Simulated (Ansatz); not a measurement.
Reaction (isomerisation): `BC1(C)C=N1` → `C=C1CBN1`

Calculated with Ansatz (gas phase, PBE0-D4/def2-TZVP geometries, no zero-point term in ΔE). CCSD(T)/CBS is the MP2 limit (def2-TZVPP, def2-QZVPP) plus CCSD(T) − MP2 in def2-TZVPP, frozen cores. Functionals use def2-TZVPP.

(1) Is it downhill or uphill in electronic energy at CCSD(T)/CBS, and by how much? (Estimate.)

(2) What do these levels give: LDA (SPW92), revPBE-D4, r2SCAN-D4, CAM-B3LYP-D4, PBE-QIDH, BLYP, CAM-B3LYP, CCSD(T)/def2-SVP, MP2/def2-TZVPP, CCSD/def2-TZVPP, HF/CBS(def2), CCSD/CBS(def2)? (An estimate is asked.)

Largest T1 diagnostic among the species: 0.013.

Answers

(1) The calculation gave: Downhill: ΔE = -56.4 kcal/mol.

(2) Ansatz gave: LDA (SPW92) -65.3, revPBE-D4 -55.0, r2SCAN-D4 -57.3, CAM-B3LYP-D4 -58.9, PBE-QIDH -59.1, BLYP -54.4, CAM-B3LYP -58.9, CCSD(T)/def2-SVP -55.6, MP2/def2-TZVPP -54.9, CCSD/def2-TZVPP -56.1, HF/CBS(def2) -57.5, CCSD/CBS(def2) -57.4 kcal/mol.

From PBE to PBE0 (25 % exact exchange), in def2-TZVPP and without D4, ΔE moves by −2.4 kcal/mol. In def2-TZVPP, CCSD(T) changes the Hartree–Fock value by +2.3 kcal/mol (the triples alone add +0.9 kcal/mol) and MP2 by +2.7 kcal/mol.
